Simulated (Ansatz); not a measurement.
Reaction (ligand exchange at the Si–C bond): `CCBC[SiH3]` + `OC1[SiH2]S1` → `[SiH3]OC1[SiH2]S1` + `CBCC`

Calculated with Ansatz (gas phase, PBE0-D4/def2-TZVP geometries, no zero-point term in ΔE). CCSD(T)/CBS is the MP2 limit (def2-TZVPP, def2-QZVPP) plus CCSD(T) − MP2 in def2-TZVPP, frozen cores. Functionals use def2-TZVPP. Each species was taken in one conformer, which may not be the lowest.

Is it downhill or uphill in electronic energy at CCSD(T)/CBS, and by how much? (An estimate is asked.)

Computed: Downhill: ΔE = -67.2 kJ/mol.

What do these levels give: B2PLYP, HF/def2-TZVPP, SCS-MP2/def2-TZVPP, CCSD/def2-TZVPP, SCS-MP2/def2-QZVPP, CCSD/CBS(def2)? (An estimate is asked.)

The calculation gave: B2PLYP -70.6, HF/def2-TZVPP -80.6, SCS-MP2/def2-TZVPP -71.9, CCSD/def2-TZVPP -68.6, SCS-MP2/def2-QZVPP -72.5, CCSD/CBS(def2) -69.1 kJ/mol.

Largest T1 diagnostic among the species: 0.014.

In def2-TZVPP, CCSD(T) changes the Hartree–Fock value by +14.0 kJ/mol (the triples alone add +2.0 kJ/mol) and MP2 by +12.1 kJ/mol.
